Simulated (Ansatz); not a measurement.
CH6BSb (`C[BH][SbH2]`), relaxed with RKS PBE-D4/def2-SVP in Ansatz from a rough embedded geometry. The force threshold is 0.03 eV/Å; the program also tests the step.

Total charge 0; spin multiplicity 1. Sb takes the def2 core potential.

Start:

```xyz
9

C    -0.209    0.442   -1.031
B     0.459    0.701    0.310
Sb    0.116   -0.727    1.965
H     0.083   -0.485   -1.430
H     0.075    1.260   -1.805
H    -1.350    0.474   -0.968
H     1.169    1.645    0.490
H     1.040   -1.941    1.216
H    -1.383   -1.369    1.254
```

```
         step  energy (eV)  largest force (eV/Å)  largest move (Å)
            1   -8343.0941                 3.584             0.000
            2   -8343.2865                 0.715             0.193
            3   -8343.3007                 0.872             0.200
            4   -8343.4149                 0.184             0.200
            5   -8343.4374                 0.175             0.124
            6   -8343.4619                 0.383             0.198
            7   -8343.4933                 0.191             0.200
            8   -8343.5101                 0.095             0.199
 9 (rejected)   -8343.5095                 0.359             0.187
           10   -8343.5151                 0.046             0.093
11 (rejected)   -8343.5147                 0.110             0.098
           12   -8343.5162                 0.038             0.048
13 (rejected)   -8343.5162                 0.058             0.024
           14   -8343.5164                 0.036             0.011
           15   -8343.5169                 0.014             0.023
```

End:

```xyz
9

C    -0.365    0.648   -1.132
B     0.507    0.435    0.143
Sb   -0.222   -0.583    2.009
H     0.073   -0.065   -1.875
H    -0.230    1.649   -1.594
H    -1.442    0.406   -1.053
H     1.638    0.890    0.188
H     1.175   -1.591    2.149
H    -1.135   -1.788    1.165
```

Run time 6.5 s (4 threads of a server CPU on a shared host); peak host memory 0.14 GiB.
